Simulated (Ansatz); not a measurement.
Consider the substitution at a C–Si bond: `OC[SiH2][TeH]` + `[AsH3]` → `OC[AsH2]` + `[SiH3][TeH]`.

Isolated molecules relaxed with PBE0-D4/def2-TZVP in Ansatz; ΔE leaves out vibrations. CBS: MP2 limit from def2 TZ/QZ plus the TZ coupled-cluster correction, frozen cores. DFT in def2-TZVPP. def2 core potentials past Kr. For As, Te outer-core shells are correlated without core-valence functions, which leaves a few kJ/mol of doubt a bond. Scalar relativity is left out up to krypton. Each species was taken in one conformer, which may not be the lowest.

```tsv
level	ΔE (kJ/mol)
PBE0-D4	22.0
HF/def2-QZVPP	15.4
MP2/def2-QZVPP	18.8
HF/CBS(def2)	15.5
```

Problem. What does CCSD(T)/CBS give? (An estimate is asked.)

Solution. The calculation gave: +20.2 kJ/mol. The listed levels differ from it by 1.8, -4.8, -1.4, -4.7 kJ/mol.

Largest T1 diagnostic among the species: 0.011.

The D4 term adds +3.3 kJ/mol with B3LYP and +2.2 kJ/mol with PBE0; it sums over pairs of atoms, weighted by their polarisabilities, and B3LYP, whose exchange is more repulsive, gets the larger term.

B3LYP here is the variant with VWN-RPA as its local correlation; programs differ in this.
